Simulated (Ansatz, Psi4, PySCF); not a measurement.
H3S, charge +1, singlet, geometry from GFN2-xTB. Base run: R2SCAN/6-311G** (PySCF).

The PySCF input:
```python
from pyscf import gto, scf, dft

mol = gto.Mole()
mol.atom = '''
    S     0.10558214   -0.00190789    0.04613646
    H    -0.31822157    0.99705449   -0.76565970
    H    -0.35082551   -0.98045104   -0.77282250
    H    -1.02026722    0.01392277    0.80029891
'''
mol.basis = '6-311g**'
mol.charge = 1
mol.verbose = 4
mol.build()

mf = dft.RKS(mol)
mf.xc = 'r2scan'
mf.kernel()
```

The same geometry, method and basis name were run in Ansatz (a quantum-chemistry and plane-wave program) and Psi4 and PySCF, at each program's defaults and at the settings that a row names. The base is PySCF at its defaults. Differences at the defaults can come from grids, fitting, cores and function types together.

```tsv
code and settings	ΔE vs base (mEh)	basis functions	E (Eh)	SCF cycles
PySCF, defaults (exact integrals, its default grid, spherical functions)	0.000	44	-399.64633	8
Psi4, defaults (density fitting with its default set, its default grid, spherical functions)	0.050	44	-399.64629	6
Ansatz, defaults (factorised integrals, its default grid, Cartesian functions)	-0.236	45	-399.64657	-
PySCF, density fitting with def2-universal-jkfit	-0.047	44	-399.64638	8
PySCF, fine grid	0.005	44	-399.64633	8
Psi4, exact integrals, spherical functions, fine grid	-0.009	44	-399.64634	8
Ansatz, high accuracy, Cartesian functions as the basis file defines them	-0.234	45	-399.64657	-
```
